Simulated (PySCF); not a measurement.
# Two-component Hartree-Fock for Se³⁺ (selenium, charge +3)

Start: [Ar] 3d10 4s2 4p1; 4p3/2 filled at m_j = +3/2. Calculated with PySCF 2.14 in x2c-TZVPPall-2c: generalised Hartree-Fock with the X2C-1e Hamiltonian and a Gaussian nucleus; one run each with spin-orbit coupling (SO) screened by Boettger's factors, then bare. This is a chosen level, not necessarily the ground level.

```
spinor shell  electrons  ε, screened SO (eV)  ε, bare SO (eV)  weight of nominal j (bare SO)  rms radius, bare SO (bohr)
       1s1/2          2             -12774.5         -12774.5                          1.000                      0.0508
       2s1/2          2              -1733.2          -1733.2                          1.000                       0.212
       2p1/2          2              -1552.4          -1554.3                          1.000                       0.187
       2p3/2          4              -1510.1          -1509.3                          1.000                       0.190
       3s1/2          2              -287.23          -287.23                          1.000                       0.612
       3p1/2          2              -223.39          -223.67                          0.999                       0.629
       3p3/2          4              -217.24          -217.12                          1.000                       0.639
       3d3/2          4              -107.55          -107.78                          0.990                       0.687
       3d5/2          6              -106.63          -106.48                          0.993                       0.693
       4s1/2          2              -53.943          -53.945                          1.000                        1.78
       4p3/2          1              -41.909          -41.899                          1.000                        2.03
```

```csv
quantity,screened SO,bare SO
E (hartree),-2425.89214,-2425.90700
M_J,3/2,3/2
⟨J²⟩,3.758,3.758
⟨L²⟩,2.008,2.009
⟨S²⟩,0.754,0.755
```

Each row is a mean over spinors that exchange with the open shell spreads, by up to 3.103 eV (4s1/2).
